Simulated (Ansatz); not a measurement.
Job for Ansatz (a program for electronic structure): R-r2SCAN/def2-TZVPPD on H2 (SMILES [H][H]). The basis file is the Basis Set Exchange's JSON of that set.

Ansatz 0.2 input:
```yaml
crystal:
  periodic: [false, false, false]
  atoms:
    - {symbol: H, position_ang: [0.00000000, 0.00000000, 0.37198582]}
    - {symbol: H, position_ang: [-0.00000000, -0.00000000, -0.37198582]}
basis:
  gaussian:
    orbitals: def2-TZVPPD.json
hamiltonian:
  xc: {name: r2SCAN}
scf: {lower_state_search: off}
```

Program output:

```
WARN ansatz: RAYON_NUM_THREADS=1 ignored (pool sized by the plan → 1); use --threads N
Functional definition: r2SCAN
these checks for a lower state are left out or cut short: stability, starts, cluster_reference, orbital_swaps, neighbouring_geometries, increment
integrals: 0.00 GiB planned
118 factors; their error is unknown
mean field: 0.05 GiB planned
mean field evaluation 1: about -31.6816 eV, gradient 7.6e0 eV
mean field evaluation 2: about -31.8676 eV, gradient 1.8e0 eV
mean field evaluation 4: about -31.8765 eV, gradient 4.1e-2 eV
mean field evaluation 8: about -31.8728 eV, gradient 7.5e-5 eV
mean field -31.87280650 eV, -1.1713040346 hartree, gradient 3.0e-6 eV, S^2 0.000000; 0 other end points of the search recorded, 0 dependent functions left out
reference -31.87281284 eV, -1.1713042676 hartree; 1, 1 occupied and 33, 33 virtual orbitals, 118 factors
Total energy: -31.87281284 eV, -1.1713042676 hartree
Checks for a lower state left out: stability, starts, cluster_reference, orbital_swaps, neighbouring_geometries, increment
```

The calculation finished and met its thresholds.

Cost: roughly 0.19 core-seconds.
